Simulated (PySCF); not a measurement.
Species: C2H6GeN2.
Numbering: `[H]/[N:5]=[CH:4]\[GeH2:3][N:2]=[CH2:1]` (hydrogens: H6, H7 on C1; H8, H9 on Ge3; H10 on C4; H11 on N5)

Cartesian coordinates in Å at the PBE0-D3(BJ)/def2-SVP level; atoms count from 1:
```xyz
11
C2H6GeN2 angstrom
C      2.2134   -0.2637    0.5347
N      1.2304    0.5036    0.7330
Ge    -0.0912    0.7354   -0.5520
C     -1.8061    0.1815    0.2383
N     -2.6838   -0.5457   -0.3194
H      2.9818   -0.3897    1.3210
H      2.3937   -0.8497   -0.3934
H     -0.1034    2.2311   -0.9089
H      0.1587   -0.1382   -1.8103
H     -2.0253    0.5384    1.2618
H     -2.3888   -0.8314   -1.2619
```

The closed-shell ground state was solved at several levels (PySCF, density fitting, gas phase). Relativistic effects, spin–orbit coupling among them, are left out although an element past zinc is present.

```tsv
level	basis functions	total energy (Eh)	HOMO (eV)	LUMO (eV)	gap (eV)	dipole (D)
PBE0/pcSseg-0	73	-2262.9402	-6.94	-1.04	5.90	3.05
PBE0/aug-cc-pVDZ	182	-2265.7765	-7.15	-1.21	5.94	2.48
```

Task: What might PBE0/cc-pVTZ (247 basis functions) give for the same quantities?

Result: Total energy -2265.8871 Eh, HOMO -7.09 eV, LUMO -1.07 eV, gap 6.02 eV, dipole 2.38 D.

Task: Over all these levels, which gives the widest orbital gap and which the narrowest?

Result: PBE0/cc-pVTZ has the widest, 6.02 eV, and PBE0/pcSseg-0 the narrowest, 5.90 eV. From the narrowest to the widest the HOMO moves by -0.15 eV and the LUMO by -0.03 eV.

Task: How much does the basis alone move the frontier levels among the 3 PBE0 rows (the withheld one included)?

Result: The HOMO by 0.21 eV and the LUMO by 0.17 eV. By rising basis size (HOMO, LUMO in eV): pcSseg-0 -6.94, -1.04; aug-cc-pVDZ -7.15, -1.21; cc-pVTZ -7.09, -1.07.

Task: How far do the dipole and the HOMO energy spread over the levels?

Result: The dipole runs from 2.38 to 3.05 D (mean 2.64 D) and the HOMO from -7.15 to -6.94 eV.

One conformer stands for the species.
